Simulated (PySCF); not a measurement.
**Zn⁺ (zinc, charge +1): M06-L calculation**

Configuration: [Ar] 3d10 4s1, 2S determinant. All numbers are calculated (PySCF 2.14, the spin-free X2C one-electron Hamiltonian (Gaussian nucleus), in cc-pVTZ-DK).

```
Total energy                        : -1795.500 hartree
One-electron energy                 : -2493.665 hartree
Hartree (Coulomb) energy            : 769.992 hartree
Exchange-correlation energy         : -71.827 hartree
⟨S²⟩                                : 0.7508
⟨L²⟩                                : 0.000
Sum of ⟨r⟩                          : 18.66 bohr
Sum of ⟨r²⟩                         : 22.08 bohr²
Langevin diamagnetic susceptibility : -17.5 ×10⁻⁶ cm³/mol
Time after the integrals            : 2.2 s of wall time on 1 thread of Neoverse-V2 (shared host)
```

| shell | electrons | mean orbital energy (eV) | rms radius, mean of both spins (bohr) |
| --- | --- | --- | --- |
| 1s α | 1 | -9550.3 | 0.0580 |
| 1s β | 1 | -9550.2 | 0.0580 |
| 2s β | 1 | -1179.7 | 0.245 |
| 2s α | 1 | -1179.7 | 0.245 |
| 2p α | 3 | -1020.8 | 0.219 |
| 2p β | 3 | -1020.8 | 0.219 |
| 3s α | 1 | -144.11 | 0.729 |
| 3s β | 1 | -144.09 | 0.729 |
| 3p α | 3 | -96.016 | 0.773 |
| 3p β | 3 | -95.974 | 0.773 |
| 3d α | 5 | -19.882 | 1.03 |
| 3d β | 5 | -19.714 | 1.03 |
| 4s α | 1 | -14.244 | 2.53 |

Densities and radii are taken from the X2C orbitals without a picture-change correction, which distorts them close to the nucleus.
